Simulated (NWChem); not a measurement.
The numbers come from NWChem runs, not from measurements. System: C3H5, charge 0, spin multiplicity 2, displaced from the optimised geometry. The structure started from a generated list of species. Its SCF solution wasn't tested for a lower state. Level: UBLYP/def2-SVP.

The NWChem input:

```
start mol
memory heap 200 mb stack 900 mb global 1100 mb
geometry units angstroms nocenter noautoz
  C      0.049491    -1.387195     0.000000
  C      0.386663    -0.081790     0.000000
  C     -0.211208     1.288570     0.000000
  H      0.818040    -2.211455     0.000000
  H     -1.035481    -1.721645     0.000000
  H     -1.350896     1.250394     0.000000
  H      0.109331     1.882600     0.910512
  H      0.109331     1.882600    -0.910512
  symmetry group Cs
end
basis spherical
  * library def2-svp
end
dft
  xc becke88 lyp
  odft
  mult 2
  semidirect memsize 60000000 filesize 0
  iterations 100
  convergence damp 70 ncydp 30
end
task dft gradient
```

Output (cleaned and shortened):

```
             Northwest Computational Chemistry Package (NWChem) 7.3.0
             --------------------------------------------------------

                                NWChem Input Module
                                -------------------

 Scaling coordinates for geometry "geometry" by  1.889725989
 (inverse scale =  0.529177249)

 Turning off AUTOSYM since
 SYMMETRY directive was detected!

                             Geometry "geometry" -> ""
                             -------------------------

 Output coordinates in angstroms (scale by  1.889725989 to convert to a.u.)

  No.       Tag          Charge          X              Y              Z
 ---- ---------------- ---------- -------------- -------------- --------------
    1 C                    6.0000     0.04949100    -1.38719500     0.00000000
    2 C                    6.0000     0.38666300    -0.08179000     0.00000000
    3 C                    6.0000    -0.21120800     1.28857000     0.00000000
    4 H                    1.0000     0.81804000    -2.21145500     0.00000000
    5 H                    1.0000    -1.03548100    -1.72164500     0.00000000
    6 H                    1.0000    -1.35089600     1.25039400     0.00000000
    7 H                    1.0000     0.10933100     1.88260000     0.91051200
    8 H                    1.0000     0.10933100     1.88260000    -0.91051200

 Effective nuclear repulsion energy (a.u.)      62.0345048255

            Nuclear Dipole moment (a.u.)
            ----------------------------
        X                 Y               Z
 ---------------- ---------------- ----------------
     0.0000018897     0.0000075589     0.0000000000

      Symmetry information
      --------------------

 Group name             Cs
 Group number              2
 Group order               2
 No. of unique centers     7

      Symmetry unique atoms

     1    2    3    4    5    6    7


 Summary of "ao basis" -> "" (spherical)
 ------------------------------------------------------------------------------
       Tag                 Description            Shells   Functions and Types
[...]
          SCF calculation type: DFT
          Wavefunction type:  spin polarized.
          No. of atoms     :     8
          No. of electrons :    23
           Alpha electrons :    12
            Beta electrons :    11
          Charge           :     0
          Spin multiplicity:     2
          Use of symmetry is: on ; symmetry adaption is: on
          Maximum number of iterations: 100
          AO basis - number of functions:    67
                     number of shells:    33
          Convergence on energy requested:  1.00D-06
          Convergence on density requested:  1.00D-05
          Convergence on gradient requested:  5.00D-04

              XC Information
              --------------
                    Becke 1988 Exchange Functional  1.000
              Lee-Yang-Parr Correlation Functional  1.000

             Grid Information
             ----------------
          Grid used for XC integration:  medium
          Radial quadrature: Mura-Knowles
          Angular quadrature: Lebedev.
          Tag              B.-S. Rad. Rad. Pts. Rad. Cut. Ang. Pts.
          ---              ---------- --------- --------- ---------
          C                   0.70       49          10.0       434
          H                   0.35       45          11.0       434
          Grid pruning is: on
          Number of quadrature shells:   327
          Spatial weights used:  Erf1

          Convergence Information
          -----------------------
          Convergence aids based upon iterative change in
          total energy or number of iterations.
          Levelshifting, if invoked, occurs when the
          HOMO/LUMO gap drops below (HL_TOL):  1.00D-02
          DIIS, if invoked, will attempt to extrapolate
          using up to (NFOCK): 10 stored Fock matrices.

                    Damping(70%)  Levelshifting(0.5)       DIIS
                  --------------- ------------------- ---------------
          dE  on:    start            ASAP                start
          dE off:   30 iters        100 iters           100 iters

      Screening Tolerance Information
      -------------------------------
          Density screening/tol_rho:  1.00D-10
          AO Gaussian exp screening on grid/accAOfunc:  14
          CD Gaussian exp screening on grid/accCDfunc:  20
          XC Gaussian exp screening on grid/accXCfunc:  20
          Schwarz screening/accCoul:  1.00D-08

                            NWChem DFT Gradient Module
                            --------------------------

  charge          =   0.00
  wavefunction    = open shell

  Using symmetry

                         DFT ENERGY GRADIENTS

    atom               coordinates                        gradient
                 x          y          z           x          y          z
   1 C       0.093524  -2.621418   0.000000   -0.002953  -0.013877   0.000000
   2 C       0.730687  -0.154561   0.000000    0.010704   0.015645   0.000000
   3 C      -0.399125   2.435044   0.000000    0.000671  -0.001260   0.000000
   4 H       1.545871  -4.179044   0.000000    0.009188  -0.010344   0.000000
   5 H      -1.956775  -3.253437   0.000000   -0.012371  -0.003843   0.000000
   6 H      -2.552823   2.362902   0.000000   -0.012238  -0.000211   0.000000
   7 H       0.206606   3.557598   1.720618    0.003500   0.006945   0.010131
   8 H       0.206606   3.557598  -1.720618    0.003500   0.006945  -0.010131

                 ----------------------------------------
                 |  Time  |  1-e(secs)   |  2-e(secs)   |
                 ----------------------------------------
                 |  CPU   |       0.00   |       0.32   |
                 ----------------------------------------
                 |  WALL  |       0.00   |       0.32   |
                 ----------------------------------------

 Task  times  cpu:        4.7s     wall:        4.7s

 Total times  cpu:        4.7s     wall:        4.7s
```
